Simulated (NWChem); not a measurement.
System: CH$_{3}$O$_{2}$ cation; SMILES O=C[OH2+]

The following NWChem deck was run.

```
start job
memory heap 200 mb stack 900 mb global 1100 mb
charge 1
geometry units angstroms
  O     -0.275730     1.235055    -0.072469
  C      0.462497     0.360935    -0.013984
  O     -0.167687    -1.085811     0.036845
  H      1.554249     0.206615    -0.001078
  H      0.322316    -1.893553     0.292862
  H     -1.141483    -1.159687     0.126699
end
basis spherical
  * library 6-31g*
end
dft
  xc b3lyp
  iterations 150
end
driver
  maxiter 120
end
task dft optimize
task dft freq
```

The level has its own optimisation; frequencies are unscaled. Brackets give each atom's bonded neighbours.

### Question
What results follow from this input? (B3LYP/6-31G* (spherical d).) Quantities: r C–O [C(HOO)–O(C)] (Å); r C–O [C(HOO)–O(CHH)] (Å); r C–H (Å); r H–O (Å); highest harmonic frequency (cm⁻¹); lowest (cm⁻¹); zero-point energy (kcal/mol).

### Answer
```yaml
r C–O [C(HOO)–O(C)] (Å): 1.150
r C–O [C(HOO)–O(CHH)] (Å): 1.655
r C–H (Å): 1.091
r H–O (Å): 0.985
highest harmonic frequency (cm⁻¹): 3655
lowest (cm⁻¹): 254
zero-point energy (kcal/mol): 27.0
```
